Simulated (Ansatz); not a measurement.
Geometry optimisation, RKS BHLYP-D4/6-31G* in Ansatz.

input.yaml

```yaml
crystal:
  periodic: [false, false, false]
  atoms:
    - { symbol: Si, position_ang: [0.0, 0.0, 0.0] }
    - { symbol: Si, position_ang: [0.0, 0.0, 2.22] }
    - { symbol: H, position_ang: [-1.3148, -0.4067, 2.7074] }
    - { symbol: H, position_ang: [1.0096, -0.9353, 2.7074] }
    - { symbol: H, position_ang: [0.3052, 1.342, 2.7074] }
    - { symbol: "N", position_ang: [1.7163, 0.0, -0.6061] }
    - { symbol: H, position_ang: [2.2145, -0.918, -0.7868] }
    - { symbol: H, position_ang: [2.2175, 0.918, -0.7783] }
    - { symbol: "N", position_ang: [-0.8572, 1.4851, -0.6061] }
    - { symbol: H, position_ang: [-1.8773, 1.43, -0.8888] }
    - { symbol: H, position_ang: [-0.3367, 2.4058, -0.6766] }
    - { symbol: O, position_ang: [-0.7913, -1.3709, -0.5594] }
    - { symbol: C, position_ang: [-1.5365, -2.2685, 0.2501] }
    - { symbol: H, position_ang: [-1.2251, -2.1576, 1.3097] }
    - { symbol: H, position_ang: [-2.6187, -2.04, 0.1571] }
    - { symbol: H, position_ang: [-1.349, -3.3106, -0.083] }
basis:
  gaussian: { orbitals: "6-31G*" }
hamiltonian:
  xc: { name: BHLYP }
  dispersion: d4
relax:
  f_tol: 0.02
  max_steps: 40
```

Run as:

```bash
$ ansatz run input.yaml --threads 2 --pin off --max-ram 3072MiB --backend cpu --events-out ev --progress --plain --runs-dir out
```

Task: Where does it end, and by what steps?

Result: The forces met the threshold. The force dipped under the threshold on the way, but the program's further checks kept it going. After 35 steps the energy has fallen by 1.147 eV; H7 moved furthest, 1.05 Å.

| step | energy less start (eV) | largest force component (eV/Å) | accepted |
| --- | --- | --- | --- |
| 0 | 0.0000 | 3.234 | yes |
| 2 | -0.9194 | 0.381 | yes |
| 4 | -1.0069 | 0.546 | yes |
| 6 | -1.1026 | 0.425 | yes |
| 8 | -1.1300 | 0.210 | yes |
| 10 | -1.1374 | 0.072 | yes |
| 12 | -1.1388 | 0.116 | yes |
| 14 | -1.1402 | 0.089 | yes |
| 16 | -1.1419 | 0.076 | yes |
| 18 | -1.1426 | 0.107 | yes |
| 20 | -1.1435 | 0.047 | yes |
| 22 | -1.1440 | 0.127 | no |
| 24 | -1.1441 | 0.153 | no |
| 26 | -1.1448 | 0.077 | yes |
| 28 | -1.1442 | 0.101 | no |
| 30 | -1.1459 | 0.042 | yes |
| 32 | -1.1466 | 0.041 | yes |
| 34 | -1.1467 | 0.013 | yes |
| 35 | -1.1467 | 0.013 | yes |

```xyz
16
Properties=species:S:1:pos:R:3
Si 0.136 -0.077 0.086
Si 0.267 0.022 2.420
H -0.957 -0.508 3.067
H 1.411 -0.764 2.942
H 0.435 1.418 2.886
N 1.706 0.233 -0.503
H 2.508 -0.196 -0.081
H 1.833 0.360 -1.492
N -0.901 1.081 -0.641
H -1.867 0.879 -0.815
H -0.743 2.064 -0.522
O -0.437 -1.564 -0.353
C -1.701 -2.079 -0.039
H -1.929 -1.984 1.023
H -2.487 -1.578 -0.605
H -1.717 -3.133 -0.299
```

Whether the end is a true minimum wasn't checked by a vibrational analysis.

The run took 3.2 min on 2 threads of Arm Neoverse V1 (shared host), peak memory 0.31 GiB.
